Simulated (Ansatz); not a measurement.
Relaxation of C3H5ClSi (10 atoms, charge 0, multiplicity 1), to a largest force component of 0.015 eV/Å in at most 40 steps.

Computed with Ansatz, RKS PBE-D4/def2-SVP.

```xyz
10
Properties=species:S:1:pos:R:3
C -0.011 1.674 0.320
C 0.031 0.407 0.075
Si -0.059 -0.993 1.034
C 0.304 -0.258 -1.146
Cl -1.214 -0.978 -1.958
H -0.215 2.142 1.301
H 0.036 2.433 -0.507
H -1.475 -1.307 1.555
H 0.990 -1.350 1.959
H 1.108 -0.878 -1.304
```

Problem. Where does it end, and by what steps?

Solution. The run converged. After 15 steps the energy has fallen by 2.231 eV; C4 moved furthest, 0.53 Å.

```
step  energy less start (eV)  largest force component (eV/Å)  accepted
   0                  0.0000                           4.804       yes
   1                 -1.0529                           2.417       yes
   2                 -1.6389                           1.672       yes
   3                 -2.1450                           0.628       yes
   4                 -2.1272                           0.723        no
   5                 -2.2104                           0.183       yes
   6                 -2.2155                           0.225       yes
   7                 -2.2225                           0.129       yes
   8                 -2.2259                           0.089       yes
   9                 -2.2275                           0.248       yes
  10                 -2.2298                           0.078       yes
  11                 -2.2303                           0.026       yes
  12                 -2.2304                           0.027       yes
  13                 -2.2306                           0.020       yes
  14                 -2.2305                           0.053        no
  15                 -2.2307                           0.004       yes
```

```xyz
10
Properties=species:S:1:pos:R:3
C -0.088 1.864 0.210
C 0.150 0.544 0.247
Si -0.073 -1.093 1.083
C 0.160 -0.574 -0.741
Cl -1.041 -0.617 -2.066
H -0.182 2.461 1.131
H -0.209 2.391 -0.754
H -1.436 -1.410 1.607
H 1.052 -1.828 1.745
H 1.161 -0.843 -1.135
```

The run took 52 s on 2 threads of Arm Neoverse N1, with other jobs on the host, peak memory 0.15 GiB.
